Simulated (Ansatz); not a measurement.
`[NH2][Ge]([NH2])([F])[F]` + `OCCCS` → `[NH2][Ge]([NH2])([OH])[F]` + `FCCCS`  (formal exchange of groups at a Ge–F bond)

Calculated with Ansatz (gas phase, PBE0-D4/def2-TZVP geometries, no zero-point term in ΔE). CCSD(T)/CBS adds triple-zeta CCSD(T) − MP2 to the extrapolated MP2 energy (def2 sets, frozen cores). Functionals use def2-TZVPP. For Ge outer-core shells are correlated without core-valence functions, which leaves a few kJ/mol of doubt a bond. Scalar relativity is left out up to krypton. One conformer a species, not always the lowest.

| level | ΔE (kcal/mol) | difference from CCSD(T)/CBS |
| --- | --- | --- |
| PBE-D4 | 4.3 | -0.2 |
| r2SCAN-D4 | 4.4 | -0.1 |
| PBE0-D4 | 4.5 | 0.0 |
| ωB97M-V | 4.3 | -0.2 |
| B2PLYP | 4.7 | 0.2 |
| r2SCAN | 4.5 | 0.0 |
| PBE0 | 4.9 | 0.4 |
| MP2/def2-TZVPP | 4.8 | 0.3 |
| SCS-MP2/def2-TZVPP | 4.9 | 0.4 |
| CCSD/def2-TZVPP | 4.7 | 0.2 |
| CCSD(T)/def2-TZVPP | 4.6 | 0.1 |
| HF/def2-QZVPP | 5.8 | 1.3 |
| MP2/def2-QZVPP | 4.9 | 0.4 |
| SCS-MP2/def2-QZVPP | 5.0 | 0.5 |
| MP2/CBS(def2) | 4.7 | 0.2 |
| CCSD/CBS(def2) | 4.6 | 0.1 |
| CCSD(T)/CBS | 4.5 | 0 |

Largest T1 diagnostic among the species: 0.011.
